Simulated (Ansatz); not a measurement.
System: C2H5F2Si, charge 0, multiplicity 2. It need not be the lowest isomer of its formula. SMILES: [CH2][Si](C)(F)F
Geometry from a B3LYP-D3(BJ)/def2-TZVP (Ansatz, an electronic-structure program) optimisation:
```
Si
F 1 1.6000
F 1 1.6001 2 106.85
C 1 1.8288 2 108.47 3 116.85
H 4 1.0839 1 122.55 2 31.53
H 4 1.0840 5 114.89 1 -178.28
C 1 1.8491 2 108.48 3 -116.68
H 7 1.0916 1 110.82 2 -62.02
H 7 1.0916 8 108.11 1 121.61
H 7 1.0921 8 108.27 9 117.07
```
Charge 0, spin multiplicity 2.

Computed values are from Ansatz. Correlated levels leave the core frozen unless marked. Open shells are spin-unrestricted. Spin-orbit coupling is left out. No relativistic terms. CBS marks a two-point X^-3 extrapolation of the correlation energy; Hartree-Fock from the larger set.

```
Item                                                                    Value
---------------------  ------------------------------------------------------
atomisation energy De  953.4 kcal/mol at CCSD(T)/CBS(cc-pV(T+d)Z,cc-pV(Q+d)Z)
total energy             -567.8698 Eh at CCSD(T)/CBS(cc-pV(T+d)Z,cc-pV(Q+d)Z)
dipole moment                               2.36 D at CCSD(T)/aug-cc-pV(D+d)Z
T1 diagnostic                                       0.011 at CCSD/cc-pV(Q+d)Z
```
